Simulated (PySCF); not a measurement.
A calculated (r2SCAN, PySCF 2.14, def2-TZVP, no relativity, point nucleus) atom or ion has these occupied shells.

```
shell  electrons  orbital energy (eV)  rms radius, mean of both spins (bohr)
 1s α          1              -859.87                                  0.183
 1s β          1              -858.53                                  0.183
 2s α          1              -58.790                                  0.951
 2s β          1              -55.392                                  0.951
 2p α          3              -34.196                                  0.999
 2p β          2              -32.027                                  0.999
```

Problem. Name the element and its charge.

Solution. Ne⁺ (neon, charge +1), in [He] 2s2 2p5, 2P determinant.
